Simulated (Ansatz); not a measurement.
Ansatz (a quantum-chemistry and plane-wave program) input file for C2H5BiF2, SMILES C[CH2][Bi]([F])[F], PBE0/def2-SVPD. Coordinates come from a PBE0-D3(BJ)/def2-SVP optimisation. The structure was generated by enumeration; whether it is a known compound was not checked. The def2 effective core potentials stand for the cores of Bi; spin–orbit coupling is left out. Other conformers were not sampled.

Ansatz 0.2 input:
```yaml
crystal:
  periodic: [false, false, false]
  atoms:
    - {symbol: Bi, position_ang: [0.44941482, 0.18419239, 0.00000000]}
    - {symbol: F, position_ang: [0.05113281, -1.12553969, -1.51040969]}
    - {symbol: F, position_ang: [0.05113282, -1.12553970, 1.51040969]}
    - {symbol: C, position_ang: [-1.69609739, 0.90456255, 0.00000000]}
    - {symbol: C, position_ang: [-2.63334883, -0.28924992, 0.00000000]}
    - {symbol: H, position_ang: [-1.81741568, 1.54302053, 0.89104090]}
    - {symbol: H, position_ang: [-1.81741568, 1.54302054, -0.89104089]}
    - {symbol: H, position_ang: [-2.46086269, -0.91759976, -0.88631181]}
    - {symbol: H, position_ang: [-2.46086269, -0.91759976, 0.88631181]}
    - {symbol: H, position_ang: [-3.68858677, 0.02902909, 0.00000000]}
basis:
  gaussian:
    orbitals: def2-SVPD
hamiltonian:
  xc: {name: PBE0}
```

Output:

```
WARN ansatz: RAYON_NUM_THREADS=1 ignored (pool sized by the plan → 1); use --threads N
Functional definition: PBE0
integrals: 0.09 GiB planned
1420 factors; their error is unknown
mean field: 0.80 GiB planned
mean field evaluation 1: about -13406.5152 eV, gradient 7.2e1 eV
mean field evaluation 2: about -13376.8052 eV, gradient 1.4e2 eV
mean field evaluation 4: about -13417.6769 eV, gradient 9.7e0 eV
mean field evaluation 8: about -13418.0547 eV, gradient 3.1e-1 eV
mean field evaluation 16: about -13418.0549 eV, gradient 1.0e-5 eV
mean field -13418.05486714 eV, -493.1044212832 hartree, gradient 9.8e-6 eV, S^2 0.000000; 0 other end points of the search recorded, 0 dependent functions left out
reference -13418.05490332 eV, -493.1044226127 hartree; 29, 29 occupied and 129, 129 virtual orbitals, 1420 factors
Total energy: -13418.05490332 eV, -493.1044226127 hartree
```

The run converged.

Cost: very roughly 4 core-seconds.
